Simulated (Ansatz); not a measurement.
Stepwise reaction of `F[Si](Cl)(O[SiH3])O[SiH3]` with hydrogen, as a gas-phase model of exchange steps in deposition or etching. ΔE in kJ/mol.

Calculated with Ansatz (gas phase, PBE0-D4/def2-TZVP geometries, no zero-point term in ΔE). CCSD(T)/CBS is the MP2 limit (def2-TZVPP, def2-QZVPP) plus CCSD(T) − MP2 in def2-TZVPP, frozen cores. This one scheme is used for every species. Functionals use def2-TZVPP. B3LYP here is the variant with VWN-RPA as its local correlation; programs differ in this. Each species was taken in one conformer, which may not be the lowest.

| step | reaction | PBE-D4 | B3LYP-D4 | ωB97M-V | CCSD(T)/CBS |
| --- | --- | --- | --- | --- | --- |
| 1 | `F[Si](Cl)(O[SiH3])O[SiH3]` + H₂ → `F[SiH](Cl)O[SiH3]` + `O[SiH3]` | 102.5 | 116.4 | 112.6 | 114.4 |

Question: Give the row of step 2, `F[SiH](Cl)O[SiH3]` + H₂ → `F[SiH2]Cl` + `O[SiH3]`. (An estimate is asked.)

Answer: The calculation gave: 
| step | reaction | PBE-D4 | B3LYP-D4 | ωB97M-V | CCSD(T)/CBS |
| --- | --- | --- | --- | --- | --- |
| 2 | `F[SiH](Cl)O[SiH3]` + H₂ → `F[SiH2]Cl` + `O[SiH3]` | 109.0 | 120.8 | 118.1 | 119.7 |

Question: By hand: ΔE of the 2 steps together at CCSD(T)/CBS.

Answer: (114.4) + (119.7) = 234.1 kJ/mol, or 117.1 kJ/mol a step.

In ΔE each step is higher than the one before. All are uphill at CCSD(T)/CBS. PBE-D4 differs from CCSD(T)/CBS by -11.9 to -10.7 kJ/mol a step. Isolated molecules leave out the surface, adducts and barriers. Largest T1 diagnostic: 0.011.
